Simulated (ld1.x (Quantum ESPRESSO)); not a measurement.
**Plane-wave convergence, TM potential for bismuth**

```
Element                 : bismuth
Generator               : ld1.x (Quantum ESPRESSO) 7.5
Type                    : norm-conserving Troullier–Martins (Kleinman–Bylander form)
Functional              : LDA (PZ)
Relativity              : fully relativistic
Frozen core             : [Xe] 4f14
Valence charge          : 15
Reference configuration : 5d10 6s1.75 6p3.25
Partial waves           : 6s (bound): rc 1.45 bohr; 5d (bound): rc 1.60 bohr; 6p (bound): rc 2.10 bohr
Local potential         : the p channel
Core correction         : a·sin(br)/r model core inside 1.10 bohr
```

Open shells are filled in proportion to 2j + 1 (rel_dist='average').

The pseudo-atom Hamiltonian at the reference potential is diagonalised in spherical Bessel functions j_l(qr) that vanish at 20 bohr, with q² up to the cutoff. All-electron valence levels (Ry): 6s -1.0979, 5d3/2 -2.1507, 5d5/2 -1.9286, 6p1/2 -0.4722, 6p3/2 -0.3246.

Task: How do the lowest levels (Ry) of each channel move with the cutoff, and are there ghosts?

Result:

```json
{"cutoff (Ry)": "8", "s #1": "-0.9435", "s #2": "-0.0440", "d3/2 #1": "-0.0357", "d3/2 #2": "0.0715", "d5/2 #1": "-0.0486", "p1/2 #1": "-0.3560", "p1/2 #2": "0.0240", "p3/2 #1": "-0.3560", "f #1": "0.1086", "f #2": "0.2279", "Σ f·Δε (mRy)": "20033.5"}
{"cutoff (Ry)": "15", "s #1": "-0.9575", "s #2": "-0.0448", "d3/2 #1": "-0.4512", "d3/2 #2": "0.0569", "d5/2 #1": "-0.4948", "p1/2 #1": "-0.3610", "p1/2 #2": "0.0237", "p3/2 #1": "-0.3610", "f #1": "0.1086", "f #2": "0.2279", "Σ f·Δε (mRy)": "15654.0"}
{"cutoff (Ry)": "30", "s #1": "-1.0695", "s #2": "-0.0512", "d3/2 #1": "-1.8642", "d3/2 #2": "0.0504", "d5/2 #1": "-1.7247", "p1/2 #1": "-0.3631", "p1/2 #2": "0.0235", "p3/2 #1": "-0.3631", "f #1": "0.1086", "f #2": "0.2279", "Σ f·Δε (mRy)": "2419.8"}
{"cutoff (Ry)": "45", "s #1": "-1.0921", "s #2": "-0.0522", "d3/2 #1": "-2.1305", "d3/2 #2": "0.0500", "d5/2 #1": "-1.9172", "p1/2 #1": "-0.3632", "p1/2 #2": "0.0235", "p3/2 #1": "-0.3632", "f #1": "0.1086", "f #2": "0.2279", "Σ f·Δε (mRy)": "159.2"}
{"cutoff (Ry)": "60", "s #1": "-1.0941", "s #2": "-0.0523", "d3/2 #1": "-2.1501", "d3/2 #2": "0.0499", "d5/2 #1": "-1.9283", "p1/2 #1": "-0.3633", "p1/2 #2": "0.0235", "p3/2 #1": "-0.3633", "f #1": "0.1086", "f #2": "0.2279", "Σ f·Δε (mRy)": "10.9"}
{"cutoff (Ry)": "90", "s #1": "-1.0954", "s #2": "-0.0524", "d3/2 #1": "-2.1506", "d3/2 #2": "0.0499", "d5/2 #1": "-1.9285", "p1/2 #1": "-0.3633", "p1/2 #2": "0.0235", "p3/2 #1": "-0.3633", "f #1": "0.1086", "f #2": "0.2279", "Σ f·Δε (mRy)": "5.4"}
{"cutoff (Ry)": "140", "s #1": "-1.0971", "s #2": "-0.0524", "d3/2 #1": "-2.1507", "d3/2 #2": "0.0499", "d5/2 #1": "-1.9286", "p1/2 #1": "-0.3633", "p1/2 #2": "0.0235", "p3/2 #1": "-0.3633", "f #1": "0.1086", "f #2": "0.2279", "Σ f·Δε (mRy)": "1.4"}
{"cutoff (Ry)": "200", "s #1": "-1.0978", "s #2": "-0.0525", "d3/2 #1": "-2.1507", "d3/2 #2": "0.0499", "d5/2 #1": "-1.9286", "p1/2 #1": "-0.3633", "p1/2 #2": "0.0235", "p3/2 #1": "-0.3633", "f #1": "0.1086", "f #2": "0.2279", "Σ f·Δε (mRy)": "0.3"}
{"cutoff (Ry)": "400", "s #1": "-1.0979", "s #2": "-0.0525", "d3/2 #1": "-2.1507", "d3/2 #2": "0.0499", "d5/2 #1": "-1.9286", "p1/2 #1": "-0.3633", "p1/2 #2": "0.0235", "p3/2 #1": "-0.3633", "f #1": "0.1086", "f #2": "0.2279", "Σ f·Δε (mRy)": "0.0"}
```

Result: no extra level below or beside the all-electron valence levels (s, d3/2, d5/2, p1/2, p3/2, f tested); 10 mRy is reached at 70 Ry and 1 mRy at 160 Ry.

The potential misses its own reference levels by up to 1.5 eV, so it is not fit for use. Its largest configuration-test error is +622 meV.
